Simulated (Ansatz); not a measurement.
Reaction (cleavage of the Si–Si bond): `C=C[SiH2][SiH2]S` + `O[SiH2]F` → `C=C[SiH2]O[SiH2]F` + `[SiH3]S`

Gas-phase electronic energies from Ansatz, PBE0-D4/def2-TZVP geometries. CCSD(T)/CBS adds triple-zeta CCSD(T) − MP2 to the extrapolated MP2 energy (def2 sets, frozen cores). This one scheme is used for every species. Functionals use def2-TZVPP. B3LYP here is the variant with VWN-RPA as its local correlation; programs differ in this. Each species was taken in one conformer, which may not be the lowest.

`C=C[SiH2][SiH2]S`:

Cartesian coordinates in Å:
```
C 0.862 1.516 1.366
C 1.190 0.404 0.710
Si 0.674 0.060 -1.046
Si -1.143 -1.414 -0.949
S -2.591 -0.547 0.375
H 0.306 2.318 0.889
H 1.141 1.678 2.403
H 1.750 -0.361 1.246
H 1.800 -0.528 -1.823
H 0.233 1.329 -1.685
H -0.715 -2.765 -0.487
H -1.840 -1.573 -2.252
H -1.666 -0.117 1.253
```

`O[SiH2]F`:

Cartesian coordinates in Å:
```
O 1.204 -0.285 -0.300
Si -0.333 0.202 -0.060
F -0.518 0.806 1.406
H 1.519 -1.070 0.149
H -0.585 1.276 -1.037
H -1.286 -0.929 -0.158
```

`C=C[SiH2]O[SiH2]F`:

Z-matrix (Å, degrees):
```
Si
C 1 1.850
O 1 1.643 2 108.2
H 1 1.486 2 110.9 3 119.6
H 1 1.489 2 110.8 3 -119.9
C 2 1.330 1 123.1 3 -0.6
H 2 1.089 1 118.4 3 179.5
Si 3 1.615 1 147.9 2 -145.9
H 6 1.086 2 121.4 1 -0.0
H 6 1.086 2 122.2 1 -179.9
F 8 1.594 3 109.7 1 -76.8
H 8 1.477 3 108.6 1 165.9
H 8 1.480 3 110.7 1 41.1
```

`[SiH3]S`:

Z-matrix (Å, degrees):
```
Si
S 1 2.137
H 1 1.485 2 111.6
H 1 1.485 2 111.6 3 -122.0
H 1 1.482 2 104.8 3 119.0
H 2 1.344 1 94.7 3 60.9
```

```json
{"level": "PBE-D4", "ΔE (kcal/mol)": "-18.4", "difference from CCSD(T)/CBS": "6.8"}
{"level": "r2SCAN-D4", "ΔE (kcal/mol)": "-23.7", "difference from CCSD(T)/CBS": "1.5"}
{"level": "PBE0-D4", "ΔE (kcal/mol)": "-20.8", "difference from CCSD(T)/CBS": "4.4"}
{"level": "B3LYP-D4", "ΔE (kcal/mol)": "-25.3", "difference from CCSD(T)/CBS": "-0.1"}
{"level": "ωB97X-V", "ΔE (kcal/mol)": "-25.1", "difference from CCSD(T)/CBS": "0.1"}
{"level": "ωB97M-V", "ΔE (kcal/mol)": "-26.0", "difference from CCSD(T)/CBS": "-0.8"}
{"level": "B2PLYP", "ΔE (kcal/mol)": "-26.9", "difference from CCSD(T)/CBS": "-1.7"}
{"level": "PBE", "ΔE (kcal/mol)": "-19.2", "difference from CCSD(T)/CBS": "6.0"}
{"level": "r2SCAN", "ΔE (kcal/mol)": "-23.9", "difference from CCSD(T)/CBS": "1.3"}
{"level": "PBE0", "ΔE (kcal/mol)": "-21.6", "difference from CCSD(T)/CBS": "3.6"}
{"level": "B3LYP", "ΔE (kcal/mol)": "-26.5", "difference from CCSD(T)/CBS": "-1.3"}
{"level": "HF/def2-TZVPP", "ΔE (kcal/mol)": "-34.0", "difference from CCSD(T)/CBS": "-8.8"}
{"level": "MP2/def2-TZVPP", "ΔE (kcal/mol)": "-26.1", "difference from CCSD(T)/CBS": "-0.9"}
{"level": "SCS-MP2/def2-TZVPP", "ΔE (kcal/mol)": "-28.0", "difference from CCSD(T)/CBS": "-2.8"}
{"level": "CCSD/def2-TZVPP", "ΔE (kcal/mol)": "-26.9", "difference from CCSD(T)/CBS": "-1.7"}
{"level": "CCSD(T)/def2-TZVPP", "ΔE (kcal/mol)": "-25.5", "difference from CCSD(T)/CBS": "-0.3"}
{"level": "HF/def2-QZVPP", "ΔE (kcal/mol)": "-34.7", "difference from CCSD(T)/CBS": "-9.5"}
{"level": "MP2/def2-QZVPP", "ΔE (kcal/mol)": "-26.2", "difference from CCSD(T)/CBS": "-1.0"}
{"level": "SCS-MP2/def2-QZVPP", "ΔE (kcal/mol)": "-28.0", "difference from CCSD(T)/CBS": "-2.8"}
{"level": "HF/CBS(def2)", "ΔE (kcal/mol)": "-34.8", "difference from CCSD(T)/CBS": "-9.6"}
{"level": "MP2/CBS(def2)", "ΔE (kcal/mol)": "-25.8", "difference from CCSD(T)/CBS": "-0.6"}
{"level": "CCSD/CBS(def2)", "ΔE (kcal/mol)": "-26.6", "difference from CCSD(T)/CBS": "-1.4"}
{"level": "CCSD(T)/CBS", "ΔE (kcal/mol)": "-25.2", "difference from CCSD(T)/CBS": "0"}
```

Largest T1 diagnostic among the species: 0.012.

The D4 term adds +1.3 kcal/mol with B3LYP and +0.8 kcal/mol with PBE0; it sums over pairs of atoms, weighted by their polarisabilities, and B3LYP, whose exchange is more repulsive, gets the larger term. In def2-TZVPP, CCSD(T) changes the Hartree–Fock value by +8.5 kcal/mol (the triples alone add +1.4 kcal/mol) and MP2 by +7.9 kcal/mol. From PBE to PBE0 (25 % exact exchange), in def2-TZVPP and without D4, ΔE moves by −2.3 kcal/mol.
